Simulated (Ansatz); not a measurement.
Program: Ansatz. Geometries: PBE0-D4/def2-TZVP. ΔE: electronic, gas phase. CCSD(T)/CBS is the MP2 limit (def2-TZVPP, def2-QZVPP) plus CCSD(T) − MP2 in def2-TZVPP, frozen cores. Functionals use def2-TZVPP. B3LYP here is the variant with VWN-RPA as its local correlation; programs differ in this. HSE06 is defined as in plane-wave codes. One conformer a species, not always the lowest.

Consider the ligand exchange at the Al–O bond: `BB[O][AlH2]` + CH₃NH₂ → `C[NH][AlH2]` + `BBO`.

`BB[O][AlH2]`:

```xyz
9

B     1.195    1.115   -1.233
B     0.353   -0.272   -0.820
O    -0.369   -0.448    0.297
Al   -1.287   -0.737    1.677
H     0.705    1.982   -1.904
H     2.352    1.266   -0.950
H     0.407   -1.199   -1.609
H    -2.817   -0.362    1.617
H    -0.539   -1.346    2.925
```

CH₃NH₂:

```xyz
7

C     0.267    0.406    0.294
N    -0.634   -0.613   -0.216
H     1.158    0.598   -0.320
H     0.606    0.123    1.293
H    -0.276    1.349    0.398
H    -0.153   -1.499   -0.310
H    -0.968   -0.364   -1.138
```

`C[NH][AlH2]`:

```xyz
9

C     0.371    1.121   -0.487
N     0.280   -0.318   -0.361
Al   -0.629   -1.264    0.823
H    -0.006    1.480   -1.452
H     1.399    1.485   -0.376
H    -0.227    1.600    0.293
H     0.825   -0.793   -1.065
H    -0.544   -2.843    0.718
H    -1.469   -0.469    1.906
```

`BBO`:

```xyz
7

B     0.907    0.460    0.656
B    -0.216   -0.245   -0.361
O    -1.556   -0.156   -0.168
H     1.394   -0.136    1.576
H     1.346    1.558    0.454
H     0.194   -0.868   -1.319
H    -2.069   -0.614   -0.838
```

```csv
level,ΔE (kJ/mol),difference from CCSD(T)/CBS
LDA (SPW92),28.4,-11.3
PBE-D4,32.4,-7.3
revPBE-D4,31.9,-7.8
BLYP-D4,38.6,-1.1
r2SCAN-D4,39.1,-0.6
B97M-V,40.8,1.1
PBE0-D4,36.1,-3.6
B3LYP-D4,41.3,1.6
r2SCANh-D4,39.9,0.2
r2SCAN0-D4,40.9,1.2
HSE06-D4,36.0,-3.7
CAM-B3LYP-D4,42.2,2.5
ωB97X-V,39.3,-0.4
ωB97M-V,38.5,-1.2
B2PLYP,41.5,1.8
PBE-QIDH,38.6,-1.1
PBE,33.4,-6.3
revPBE,35.2,-4.5
BLYP,40.8,1.1
r2SCAN,39.2,-0.5
PBE0,36.9,-2.8
B3LYP,42.8,3.1
r2SCANh,40.0,0.3
HSE06,36.6,-3.1
BHLYP,47.0,7.3
CAM-B3LYP,42.8,3.1
LC-ωPBE,38.2,-1.5
RPA@PBE/def2-TZVPP,36.0,-3.7
HF/def2-SVP,48.2,8.5
MP2/def2-SVP,31.8,-7.9
CCSD/def2-SVP,33.2,-6.5
CCSD(T)/def2-SVP,30.8,-8.9
HF/def2-TZVPP,53.9,14.2
SCS-MP2/def2-TZVPP,40.3,0.6
CCSD/def2-TZVPP,40.3,0.6
HF/def2-QZVPP,55.0,15.3
SCS-MP2/def2-QZVPP,41.6,1.9
HF/CBS(def2),55.1,15.4
MP2/CBS(def2),39.8,0.1
CCSD/CBS(def2),42.2,2.5
CCSD(T)/CBS,39.7,0
```

Largest T1 diagnostic among the species: 0.014.

From BLYP to BHLYP (50 % exact exchange), in def2-TZVPP and without D4, ΔE moves by +6.1 kJ/mol. In def2-TZVPP, CCSD(T) changes the Hartree–Fock value by −16.2 kJ/mol (the triples alone add −2.5 kJ/mol) and MP2 by −16.1 kJ/mol.
